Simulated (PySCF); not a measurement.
Harmonic spectrum computed at PBE0 in the def2-TZVP basis family (core potentials from Rb on, PySCF, no spin–orbit coupling):

```csv
symmetry,ω (cm⁻¹),IR (km/mol)
a',76,10.7
a',161,10.5
a'',265,0.1
a',392,30.4
a'',449,104
a',1179,77.4
```

Which molecule gave it? In each, all ligands are bound to the one heavy central atom.
A. TaNCl₂ (singlet)
B. RuNCl₂ (doublet)
C. WNCl₂ (doublet)
D. MoNCl₂ (doublet)

D. It has Cs symmetry with Mo–Cl 2.258 Å (×2), Mo–N 1.613 Å.
